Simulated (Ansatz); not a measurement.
# Match the barriers

Saddle point of SnH₆SO, closed shell (SnH₄O ([OH][SnH3]) + H₂S → SnH₄S ([SH][SnH3]) + H₂O; bonds formed: Sn1–S7, O2–H6; bonds broken: Sn1–O2, H6–S7), PBE0-D4/def2-TZVP structure:

```
atom    x (Å)    y (Å)    z (Å)
 Sn1  -0.4554   0.3286  -0.9495
  O2   0.6676   0.8593   0.7577
  H3   0.4235  -0.7102  -1.9581
  H4  -0.3094   1.9377  -1.5583
  H5  -2.1021   0.0507  -0.6408
  H6   0.4292  -0.1911   1.2681
  S7  -0.1360  -1.7374   1.1297
  H8   0.4286   1.6578   1.2413
  H9   1.0540  -2.1953   0.7099
```

Program: Ansatz 0.2.0. Basis: def2-TZVPP, with def2-QZVPP for the basis limit. Cores are frozen in the correlated methods. Filled d shells of the heavier atoms are correlated. Core potentials replace the inner electrons of the atoms past krypton. The def2 sets are not built for correlating such inner shells, so the correlated values are less sure here. Extrapolation: Hartree–Fock as exp(−7.88 √X), correlation as X^−2.97. Four methods, as single points on the PBE0-D4 structures, gave these electronic barriers from the start structure: 8.67, 11.32, 17.23, 26.05 kcal/mol.

Problem. The methods were, in alphabetical order, BHLYP-D4, HF, PBE-D4, PBE0-D4. Which gave which? (A judgement: the text doesn't fix the answer.)

Solution. By the calculation: PBE-D4 8.67; PBE0-D4 11.32; BHLYP-D4 17.23; HF 26.05 kcal/mol. For comparison, CCSD(T) at an estimated basis limit (MP2 extrapolated from triple and quadruple zeta, plus CCSD(T) − MP2 in triple zeta) gives 15.09 kcal/mol.

No T1 diagnostic of these runs exceeds 0.014.

Labels in which every atom is bracketed show which atoms are joined, not bond orders.

For scale, one of the runs: CCSD(T)/def2-TZVPP, 207 basis functions, launched by `ansatz run in.yaml --threads 4 --pin off --events-out ev --progress --plain --max-ram 9574MiB`. The run took 73 s on 4 CPU threads of an Arm Neoverse V1 (shared host), with 3 GiB of host memory at its peak.
